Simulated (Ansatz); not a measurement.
System: C$_{5}$H$_{4}$F, net charge -1, singlet state. It need not be the lowest isomer of its formula. Whether it binds its extra electron was not tested at this geometry. 
Structure (B3LYP-D3(BJ)/def2-TZVP (Ansatz, a quantum-chemistry and plane-wave program) minimum search):
```xyz
10

F      1.9468    -0.7710     0.0731
C      0.6029    -0.3727     0.0369
C     -0.4649    -1.1795     0.1283
C     -1.6002    -0.1494     0.0237
C     -0.9874     1.2336    -0.1271
C      0.3485     1.0553    -0.1145
H     -2.2556    -0.3871    -0.8266
H     -2.2473    -0.2014     0.9111
H     -1.5180     2.1750    -0.2252
H      1.1068     1.8287    -0.2008
```
Charge -1, spin multiplicity 1.

Total electronic energies in hartree. Correlated levels leave the core frozen unless marked. Spin-orbit coupling is left out. Non-relativistic. Basis-set limits of correlation are two-point, X^-3; Hartree-Fock from the larger set. The bracket is a focal-point correction in the basis named.

The Hartree-Fock reference is unstable (checked in the largest basis), which strains HF and MP2. 

```
level                                                                 program  energy (Eh)
-------------------------------------------------------------  --------------  -----------
HF/6-31G                                                               Ansatz   -290.87389
HF/aug-cc-pVDZ                                                         Ansatz   -291.03247
HF/cc-pVDZ                                                             Ansatz   -291.00342
RI-HF/cc-pVTZ                                                          Ansatz   -291.09010
PBE0-D4/def2-TZVPD                                             Ansatz + dftd4   -292.49411
r2SCANh-D4/def2-TZVPD                                          Ansatz + dftd4            ?
HSE06-D4/def2-TZVPD                                            Ansatz + dftd4   -292.47860
MP2/6-31G                                                              Ansatz   -291.42888
MP2/cc-pVTZ                                                            Ansatz   -292.14609
RI-MP2/aug-cc-pVTZ                                                     Ansatz   -292.17915
CCSD/aug-cc-pVDZ                                                       Ansatz   -291.96052
CCSD(T)/6-31G*                                                         Ansatz   -291.84676
RI-MP2/CBS(aug-cc-pVTZ,aug-cc-pVQZ)+[CCSD(T)-MP2]/aug-cc-pVTZ          Ansatz    -292.3799
RI-MP2/CBS(aug-cc-pVTZ,aug-cc-pVQZ)+[CCSD(T)-MP2]/aug-cc-pVQZ          Ansatz    -292.3722
CCSD(T)/CBS(aug-cc-pVTZ,aug-cc-pVQZ)                                   Ansatz    -292.3669
```

**Question.** What belongs in the gaps?

**Answer.** 
- r2SCANh-D4/def2-TZVPD, energy (Eh): -292.64644
